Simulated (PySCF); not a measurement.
Run record: excited-state job, `CCC(C)(C)Br` (tert-amyl bromide).

Computed with TDDFT B3LYP/def2-SVPD, vertical, gas phase, core orbitals frozen in the response (PySCF 2.14.0, density-fitted response routines). Geometry: GFN2-xTB. The input is one job of a driver script: a line of settings, then coordinates in Å.

Command:
```bash
OMP_NUM_THREADS=1 python probes_run.py task.json out
```

Input:
```
{"job": {"kind": "uv", "xc": "B3LYP", "basis": "def2-SVPD", "nstates": 8, "ntriplets": 3}, "charge": 0, "multiplicity": 1}
C      1.866933    -0.842744     0.198035
C      0.748502     0.020183     0.770016
C     -0.337150     0.415413    -0.229409
C     -0.926184    -0.767194    -0.978080
C     -1.425507     1.227916     0.455734
Br     0.497805     1.619807    -1.595105
H      1.504029    -1.830354    -0.075609
H      2.650755    -0.965225     0.941730
H      2.304844    -0.373739    -0.680355
H      1.181907     0.932421     1.188565
H      0.261953    -0.517647     1.589612
H     -0.174569    -1.263860    -1.586534
H     -1.731198    -0.439579    -1.633612
H     -1.330646    -1.485464    -0.265689
H     -1.000348     2.081113     0.981407
H     -2.148500     1.597742    -0.268981
H     -1.949624     0.603241     1.178365
```

What does the run print?

```
coarse grid: 60424 points
cycle   1  E = -2770.8611175692  dE = -7.783e-01  |g| = 4.596e-01  |ddm| = 8.084e+00
cycle   2  E = -2770.8501887418  dE =  1.093e-02  |g| = 5.074e-01  |ddm| = 1.970e+00
cycle   3  E = -2770.9164196170  dE = -6.623e-02  |g| = 3.908e-02  |ddm| = 8.268e-01
cycle   4  E = -2770.9166683763  dE = -2.488e-04  |g| = 1.402e-02  |ddm| = 1.185e-01
cycle   5  E = -2770.9167088787  dE = -4.050e-05  |g| = 6.592e-03  |ddm| = 5.038e-02
cycle   6  E = -2770.9167191155  dE = -1.024e-05  |g| = 1.532e-03  |ddm| = 1.724e-02
cycle   7  E = -2770.9167197554  dE = -6.399e-07  |g| = 3.574e-04  |ddm| = 3.632e-03
final grid: 128208 points
cycle   8  E = -2770.9167705275  dE = -1.563e-07  |g| = 5.708e-04  |ddm| = 2.058e-02
cycle   9  E = -2770.9167703855  dE =  1.420e-07  |g| = 9.376e-04  |ddm| = 3.167e-03
cycle  10  E = -2770.9167706073  dE = -2.218e-07  |g| = 6.608e-05  |ddm| = 2.006e-03
cycle  11  E = -2770.9167706084  dE = -1.126e-09  |g| = 1.162e-05  |ddm| = 1.968e-04
cycle  12  E = -2770.9167706085  dE = -3.456e-11  |g| = 3.656e-06  |ddm| = 3.362e-05
converged SCF energy = -2770.9167706085

Static polarisability (au): isotropic 84.734, principal 77.045 84.601 92.557

Singlet excitations
state   eV       nm        f      main configurations
  1   5.7841    214.4   0.00180   H->L 0.97
  2   5.8338    212.5   0.00139   H-1->L 0.97
  3   6.9480    178.4   0.04346   H->L+1 0.97
  4   7.0036    177.0   0.04972   H-1->L+1 0.97
  5   7.7049    160.9   0.01623   H->L+2 0.87
  6   7.7473    160.0   0.01604   H-1->L+2 0.83
  7   7.7855    159.3   0.00837   H-3->L 0.60, H-4->L 0.12, H-1->L+2 0.09
  8   7.8330    158.3   0.02652   H->L+4 0.64, H->L+3 0.24

Triplet excitations (Tamm-Dancoff, eV): 5.2127 5.2547 6.5288
```

The SCF starts on a coarse grid where the log names one; the energy can jump when the final grid takes over, and dE then counts from the start density on the new grid. H and L stand for HOMO and LUMO; the number after each pair is its weight.

How does the lowest singlet excitation compare with the HOMO–LUMO gap?

HOMO -7.45 eV and LUMO -0.46 eV give a gap of 6.99 eV; S1 at 5.78 eV lies 1.21 eV below it.

Which computed singlet has the largest oscillator strength, and what do all of them sum to?

State 4 at 7.00 eV (177 nm), f = 0.050; the 8 states sum to 0.164.

Main results: HOMO -7.45 eV, LUMO -0.46 eV; lowest singlet 5.78 eV; lowest triplet 5.21 eV (Tamm–Dancoff); mean polarisability 84.7 au.

 The B3LYP/def2-SVPD calculation is non-relativistic and has no spin–orbit coupling, an omission that weighs most on bromine.

Estimate the wall time. Hardware: one thread of an Intel Xeon Platinum 8488C, shared host with 192 logical CPUs at a one-minute load of 92. And the peak memory of the process?

About 50 s, with 0.87 GiB resident at the peak, the Python interpreter and its libraries included.

One conformer stands for the species.
Labels such as C1 count atoms from 1, the log's own numbers from 0.
